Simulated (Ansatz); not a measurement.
Consider the ligand exchange at a Ga–F bond: `[OH][Ga]([F])[F]` + HCl → `[OH][Ga]([F])[Cl]` + H–F.

Calculated with Ansatz (gas phase, PBE0-D4/def2-TZVP geometries, no zero-point term in ΔE). CCSD(T)/CBS adds triple-zeta CCSD(T) − MP2 to the extrapolated MP2 energy (def2 sets, frozen cores). This one scheme is used for every species. DFT in def2-TZVPP. For Ga outer-core shells are correlated without core-valence functions, which leaves a few kJ/mol of doubt a bond. Scalar relativity is left out up to krypton. Each species was taken in one conformer, which may not be the lowest.

```tsv
level	ΔE (kJ/mol)
LDA (SPW92)	-37.4
B2PLYP	-31.3
PBE	-34.1
revPBE	-32.9
PBE0	-39.2
HF/def2-TZVPP	-34.5
MP2/def2-TZVPP	-35.9
MP2/def2-QZVPP	-38.8
```

(1) What does CCSD(T)/CBS give? (An estimate is asked.)

Largest T1 diagnostic among the species: 0.015.

Results:

(1) Computed: -40.0 kJ/mol. The listed levels differ from it by 2.6, 8.7, 5.9, 7.1, 0.8, 5.5, 4.1, 1.2 kJ/mol.

From PBE to PBE0 (25 % exact exchange), in def2-TZVPP and without D4, ΔE moves by −5.2 kJ/mol. At CCSD(T), def2-SVP lies +16.1 kJ/mol from the extrapolated value and def2-TZVPP +6.5 kJ/mol. Leaving LDA and LC-ωPBE aside and taking each functional with its dispersion term where it has one, the values, not all of them listed here, spread over 11.5 kJ/mol, from HSE06-D4 to BLYP-D4. LDA lies −3.3 kJ/mol from PBE without D4.
